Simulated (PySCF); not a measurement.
Worked example: dipole moment from atomic charges

BrHOSe, SMILES O[Se]Br. Atoms are numbered in the order given.

```xyz
4

Se    -0.0094    -0.6651     0.7927
Br     0.1463     1.1612    -0.6831
O     -0.4272    -2.0052    -0.3226
H     -1.3841    -1.9876    -0.4620
```
Charge 0, spin multiplicity 1.

Geometry: B3LYP-D3(BJ)/def2-TZVP. One conformer was computed; it need not be the lowest.

Charges (e) from ωB97X/def2-TZVPD (PySCF):

| atom | ESP fit | IAO |
|---|---|---|
| Se1 | 0.160 | 0.479 |
| Br2 | -0.104 | -0.174 |
| O3 | -0.413 | -0.681 |
| H4 | 0.357 | 0.376 |

The dipole moment of the full density is 1.66 D.

What dipole moment does each set of point charges give, and which comes closer to that of the density?


μ = Σ q r, and 1 e Å = 4.8032 D.
ESP fit: Σ q r = (-0.334, -0.109, 0.166) e Å, |μ| = 1.87 D.
IAO: Σ q r = (-0.259, 0.098, 0.545) e Å, |μ| = 2.93 D.
ESP fit comes closer in size. Point charges leave out the atoms' own dipoles (lone pairs, polarised bonds); fits to the potential absorb them, partitions of the density don't.
